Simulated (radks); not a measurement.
Values are calculated unless marked as measured or tabulated.
W II, configuration [Xe] 4f14 5d2 6s1 6p2 (not the ground configuration).

Code: a radial shooting solver on a logarithmic mesh with Libxc functionals. Model: Dirac Kohn-Sham, BLYP, spin-unpolarised, spherical densities, point nucleus; open shells are shared between the two j in proportion to 2j + 1.

Energy parts (eV):
| part | energy |
|---|---|
| total | -439900.02 |
| kinetic | 495772.91 |
| electron-nucleus | -1097794.64 |
| Hartree | 170978.07 |
| exchange-correlation | -8856.37 |

Orbitals (lengths in bohr, moments of r in powers of bohr):
| orbital | occ. | eigenvalue (eV) | <1/r> |
|---|---|---|---|
| 1s1/2 | 2 | -69423.01 | 87.13 |
| 2s1/2 | 2 | -11987.36 | 21.20 |
| 2p1/2 | 2 | -11463.29 | 21.16 |
| 2p3/2 | 4 | -10109.99 | 17.77 |
| 3s1/2 | 2 | -2772.661 | 7.779 |
| 3p1/2 | 2 | -2539.470 | 7.693 |
| 3p3/2 | 4 | -2246.846 | 6.817 |
| 3d3/2 | 4 | -1854.544 | 6.711 |
| 3d5/2 | 6 | -1790.910 | 6.504 |
| 4s1/2 | 2 | -584.4443 | 3.269 |
| 4p1/2 | 2 | -487.7875 | 3.158 |
| 4p3/2 | 4 | -419.9361 | 2.853 |
| 4d3/2 | 4 | -261.2969 | 2.638 |
| 4d5/2 | 6 | -248.8000 | 2.565 |
| 4f5/2 | 6 | -50.3113 | 2.103 |
| 4f7/2 | 8 | -48.0693 | 2.072 |
| 5s1/2 | 2 | -94.6884 | 1.271 |
| 5p1/2 | 2 | -65.8175 | 1.145 |
| 5p3/2 | 4 | -55.7049 | 1.040 |
| 5d3/2 | 0.8 | -18.2695 | 0.7389 |
| 5d5/2 | 1.2 | -17.3175 | 0.7159 |
| 6s1/2 | 1 | -15.6452 | 0.4664 |
| 6p1/2 | 0.666667 | -9.9248 | 0.3824 |
| 6p3/2 | 1.33333 | -8.8204 | 0.3519 |

The highest occupied level is 6p3/2 at -8.820 eV. The density falls to 0.001 e/bohr^3 at r = 4.91 bohr.
